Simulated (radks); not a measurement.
All-electron atom: Os XXXIX in [Kr] 4d2. Calculated with a radial shooting solver on a logarithmic mesh with Libxc functionals: Dirac Kohn-Sham, PBE, spin-unpolarised, spherical densities, point nucleus; open shells are shared between the two j in proportion to 2j + 1. Some entries of the table are withheld. Estimate them.

orbital  occ.  eigenvalue (hartree)  <1/r> (bohr^-1)  r(max) (bohr)
1s1/2       2             -2772.350            90.52        0.01102
2s1/2       2             -533.2777              (1)        0.06358
2p1/2       2             -513.1599            22.06        0.04710
2p3/2       4             -456.8587            18.32        0.05414
3s1/2       2                   (2)            8.210         0.1782
3p1/2       2             -160.6863              (3)         0.1665
3p3/2       4             -148.0995              (4)         0.1806
3d3/2       4             -133.5931            7.037         0.1410
3d5/2       6             -130.8493            6.813         0.1448
4s1/2       2             -75.99461            3.858         0.3838
4p1/2       2             -72.19932            3.782         0.3796
4p3/2       4             -68.30920            3.461         0.4027
4d3/2     0.8                   (5)            3.339         0.3865
4d5/2     1.2                   (6)            3.266         0.3930
5s1/2       0             -42.85620            2.193         0.6956
5p1/2       0             -41.06648            2.151         0.7015
5p3/2       0             -39.42227            2.012         0.7335

Answer. 
(1) 2s1/2 <1/r> (bohr^-1): 22.12
(2) 3s1/2 eigenvalue (hartree): -169.5130
(3) 3p1/2 <1/r> (bohr^-1): 8.119
(4) 3p3/2 <1/r> (bohr^-1): 7.154
(5) 4d3/2 eigenvalue (hartree): -62.22337
(6) 4d5/2 eigenvalue (hartree): -61.39216
